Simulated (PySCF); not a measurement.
**Two-component Hartree-Fock for Mn²¹⁺ (manganese, charge +21)**

Start: [He] 2s2. Calculated with PySCF 2.14 in an uncontracted even-tempered set (17 s from 5.6 bohr⁻², ratio 2.4; 11 p from 7.3 bohr⁻², ratio 2.4; 5 d from 24 bohr⁻², ratio 2.6; 4 f from 36 bohr⁻², ratio 2.6): generalised Hartree-Fock with the X2C-1e Hamiltonian and a Gaussian nucleus; one run each with spin-orbit coupling (SO) switched off, then screened by Boettger's factors.

| spinor shell | electrons | ε, spin-free (eV) | ε, screened SO (eV) | weight of nominal j (screened SO) | rms radius, screened SO (bohr) |
| --- | --- | --- | --- | --- | --- |
| 1s1/2 | 2 | -7888.6 | -7888.6 | 1.000 | 0.0696 |
| 2s1/2 | 2 | -1782.9 | -1782.9 | 1.000 | 0.273 |

```csv
quantity,spin-free,screened SO
E (hartree),-749.08745,-749.08745
M_J,0,0
⟨J²⟩,0.000,0.000
⟨L²⟩,0.000,0.000
⟨S²⟩,0.000,0.000
```

Without spin-orbit coupling the j labels of p, d and f shells carry no meaning; the spin-free column gives the mean over the occupied spinors of each nl shell.
